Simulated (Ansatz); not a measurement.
# A ladder of methods for InCl (SMILES [Cl][In])

The species is InCl (2 atoms), meant as a singlet with charge 0. SMILES: `[Cl][In]`. The shape comes from GFN2-xTB, which is rough for such elements, and wasn't checked as a minimum.

```xyz
2

Cl    0.0000    0.0000    0.0000
In    0.0000    0.0000    2.3857
```

Quantity: the energy change with the Cl1–In2 bond stretched from 2.386 to 5.964 Å, in eV. The values are calculated.

```csv
level,kind,program,value (eV),less FCI/STO-3G,CPU time (all runs)
HF/STO-3G (restricted),Hartree–Fock,Ansatz,6.02,+0.23,1.3 s
SVWN5/STO-3G (restricted),LDA,Ansatz,5.36,-0.43,2.5 s
BLYP/STO-3G (restricted),GGA,Ansatz,4.91,-0.88,4.2 s
CAM-B3LYP/STO-3G (restricted),range-separated hybrid,Ansatz,5.99,+0.20,4.5 s
HSE06/STO-3G (restricted),range-separated hybrid,Ansatz,5.47,-0.32,18 s
wB97M-V/STO-3G (restricted),range-separated hybrid,Ansatz,6.20,+0.41,46 s
wB97X/STO-3G (restricted),range-separated hybrid,Ansatz,6.21,+0.42,19 s
CCSD(T)/STO-3G (restricted),coupled cluster or CI,Ansatz,6.03,+0.24,2.1 s
FCI/STO-3G,exact in the basis,Ansatz,5.79,0.00,2.8 s
```

FCI/STO-3G is exact within its basis and frozen core, so for wave-function methods in that basis the difference is their error; functionals converge differently with the basis, so for them it is only a difference. All-electron rows without a relativistic Hamiltonian named are non-relativistic. The first shape isn't each level's own minimum. The values span 4.91 to 6.21 eV. All rows use very small basis sets, so none should be taken for the real molecule's value. In the correlated wave-function rows the outer d shell of In is correlated, in sets not made for it. In so small a basis fixed costs decide the times, and correlated methods can beat functionals. Times are those of the runs behind each value, whatever else they computed, on shared processors of several kinds: orders of magnitude only.
